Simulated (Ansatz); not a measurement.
Spin gap between two states, R1 and P1; the higher of the two is an excited state, each structure at its B3LYP-D3(BJ)/def2-TZVP stationary point, reached from a drawn start (curvature not checked).
R1, C6H4 (SMILES C1=C=CC=CC=1) (charge 0, multiplicity 1, Z-matrix in Å and degrees):
```
C
H 1 1.0835
C 1 1.4010 2 118.97
H 3 1.0835 1 118.97 2 0.00
C 1 1.4069 2 118.59 3 180.00
C 5 1.3790 1 110.33 2 180.00
C 6 1.2414 5 127.24 1 0.00
C 7 1.3790 6 127.24 5 0.00
H 5 1.0804 6 127.16 7 180.00
H 8 1.0804 7 127.16 6 180.00
```
P1, C6H4 (SMILES C1=C=CC=CC=1) (charge 0, multiplicity 3):
```xyz
10

C      0.988     0.323     0.000
C     -0.214     1.017     0.000
C     -1.432     0.325     0.000
C     -1.408    -1.046     0.000
C     -0.202    -1.742     0.000
C      0.997    -1.078     0.000
H      1.927     0.862     0.000
H     -0.217     2.100     0.000
H     -2.374     0.863     0.000
H      1.934    -1.624     0.000
```

P less R. No zero-point or thermal terms; singlets are restricted closed shells; open shells are unrestricted.

Cores are frozen in the correlated methods.

The values were computed with Ansatz (Gaussian orbitals). All values are computed, each at the level named.

Total energies in hartree:

```tsv
structure	PBE/def2-TZVPP	PBE0/def2-TZVPP	CCSD(T)/cc-pVTZ
R1	-230.699838	-230.710653	-230.476930
P1	-230.644734	-230.665825	-230.417359
```

**Question.** Work out the spin gap at each level in kcal/mol (1 hartree = 627.50947 kcal/mol), and say how far PBE/def2-TZVPP lies from CCSD(T)/cc-pVTZ.

**Answer.** 
- PBE/def2-TZVPP: (-230.644734) − (-230.699838) = 0.055104 hartree = 34.58 kcal/mol
- PBE0/def2-TZVPP: (-230.665825) − (-230.710653) = 0.044828 hartree = 28.13 kcal/mol
- CCSD(T)/cc-pVTZ: (-230.417359) − (-230.476930) = 0.059571 hartree = 37.38 kcal/mol
PBE/def2-TZVPP less CCSD(T)/cc-pVTZ: -2.80 kcal/mol. CCSD(T)/cc-pVTZ is the level counted from, the highest shown, and no exact or measured value.

Doubts at one or more of the structures used: a spin-contaminated determinant (CCSD(T)/cc-pVTZ).

Ansatz is a program for electronic structure.
